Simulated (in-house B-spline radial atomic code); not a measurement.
Ni4+: [Ar] 3d6

Method: non-relativistic HSE06, spin-polarised, spherical fractional occupations, point nucleus. Calculated with a radial B-spline atomic code at the basis-set limit.

Z_r = [3n² - l(l+1)]/(2<r>); Z_e = n√(-2ε); the last column is Slater's effective charge. Values are occupation-weighted means over spin.

```
shell  electrons   ε (eV)  <r> (bohr)    Z_r    Z_e  Slater
   1s          2  -8234.7     0.05482  27.36  24.60   27.70
   2s          2    -1045      0.2479  24.20  17.53   23.85
   2p          6  -919.15      0.2165  23.09  16.44   23.85
   3s          2  -175.92       0.737  18.32  10.79   16.75
   3p          6   -136.4      0.7613  16.42   9.50   16.75
   3d          6  -72.433      0.8329  12.61   6.92    8.25
```

The least bound orbital is 3d down at -63.81 eV, and it is also the most diffuse (<r> = 0.8671 bohr).

Caution: exact exchange at fractional occupations of open shells leaves self-interaction of up to several eV.
